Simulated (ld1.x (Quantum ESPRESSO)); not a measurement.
## Pseudopotential generation for xenon: TM semilocal, PBE, scalar-relativistic.

```
Element                 : Xe (Z = 54)
Generator               : ld1.x (Quantum ESPRESSO) 7.5
Type                    : norm-conserving Troullier–Martins (semilocal form)
Functional              : PBE
Relativity              : scalar-relativistic
Frozen core             : [Kr] 4d10
Valence charge          : 8
Reference configuration : 5s2 5p5.5 (charge +0.5)
Partial waves           : 5p (bound): rc 1.50 bohr; 5s (bound): rc 1.70 bohr
Local potential         : the s channel
Core correction         : Bessel-smoothed model core inside 0.80 bohr
```

All-electron outer shells of the reference configuration (PBE, scalar-relativistic, ld1.x):

| shell | level (eV) | outermost node (bohr) | outermost maximum (bohr) |
| --- | --- | --- | --- |
| 4d | -64.24 | 0.34 | 0.75 |
| 5s | -24.28 | 0.85 | 1.63 |
| 5p | -12.50 | 0.92 | 1.89 |

Results:

* Cutoffs needed: 55 Ry and 140 Ry (the cutoffs (Ry, on a coarse ladder) from which the occupation-weighted sum of valence levels, in a spherical-Bessel basis at the reference potential, stays within 10 and 1 mRy of its value at 400 Ry)
* Ghost test: no extra level below or beside the all-electron valence levels (p, s tested); the semilocal form is local in each channel, so this says nothing of the separable form that plane-wave codes build from it (spherical-Bessel basis up to 400 Ry, 20 bohr box)
* Largest excitation error: -37 meV (all-electron minus pseudo) for 5s2 5p2, out of 6 test configurations

Generation and tests took about 1.4 s on one core of a shared server CPU.
